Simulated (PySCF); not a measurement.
Several compounds and their computed core spectra got separated.

Method used: delta-SCF UKS SCAN, pcX-2 on the ionised atom, pcseg-1 elsewhere, spin-free X2C (PySCF 2.14.0). Geometries: PBE0-D3(BJ)/def2-SVP; isolated species, one conformer each.

Line lists (1s up to Mg, 2p3/2 beyond, nothing for Ge; areas count atoms within a level, one atom standing for each set equivalent by bonding):
1. B 1s: 195.10 eV; C 1s: 290.52 (area 2), 290.64 (area 1), 291.46 (area 1) eV; N 1s: 405.08 eV
2. C 1s: 290.49 (area 1), 291.88 (area 1) eV; O 1s: 537.13 eV; Si 2p3/2: 106.33 eV
3. Si 2p3/2: 107.53 eV; Cl 2p3/2: 205.82 eV

Structures:
A. `CC[O][GeH2][GeH2][SiH3]`
B. `C1(NB)CCC1`
C. `Cl[SiH2][GeH2][GeH3]`

Problem. Which list belongs to which compound?

Solution. 
- 1 = B: no other candidate has this set of levels. B 1s: 195.10 three-coordinate boron; C 1s: 290.52 four-membered-ring carbon (×2), 290.64 four-membered-ring carbon, 291.46 sp3 carbon bound to nitrogen; N 1s: 405.08 boron-bound nitrogen.
- 2 = A: no other candidate has this set of levels. C 1s: 290.49 methyl carbon, 291.88 sp3 carbon bound to oxygen; O 1s: 537.13 oxygen bonded to C and Ge; Si 2p3/2: 106.33 SiH3 silicon.
- 3 = C: no other candidate has this set of levels. Si 2p3/2: 107.53 chlorine-bound silicon; Cl 2p3/2: 205.82 silicon-bound chlorine.

Spin–orbit coupling isn't in the SCF: each 2p doublet comes from a relaxed spin-free hole plus a matrix of the shell (mean-field spin–orbit coupling and the ground-state 2p splitting), with 2p3/2 averaged over its two sublevels. 1 of these hole states is spin-contaminated (⟨S²⟩ 0.93, against 0.75; counted from 0.85) and less certain.
